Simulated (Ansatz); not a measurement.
Si4, relaxed with RKS PBE-D4/def2-SVP in Ansatz from a rough embedded geometry. The force threshold is 0.03 eV/Å; the program also tests the step.

Charge 0, multiplicity 1.

Start:

```xyz
4

Si    0.305   -1.066    1.547
Si    1.254    0.024   -0.230
Si   -0.306    1.048   -1.558
Si   -1.253   -0.006    0.242
```

| step | energy (eV) | largest force (eV/Å) | largest move (Å) |
| --- | --- | --- | --- |
| 1 | -31482.3769 | 1.041 | 0.000 |
| 2 | -31482.5052 | 0.449 | 0.122 |
| 3 | -31482.5313 | 0.109 | 0.028 |
| 4 (rejected) | -31482.5298 | 0.149 | 0.036 |
| 5 | -31482.5325 | 0.003 | 0.011 |

End:

```xyz
4

Si    0.321   -1.113    1.630
Si    1.194    0.017   -0.223
Si   -0.321    1.109   -1.633
Si   -1.194   -0.013    0.226
```

Hardware: 4 threads of an Arm Neoverse V1 on a shared host. Wall time 3.1 s, peak host memory 0.13 GiB.
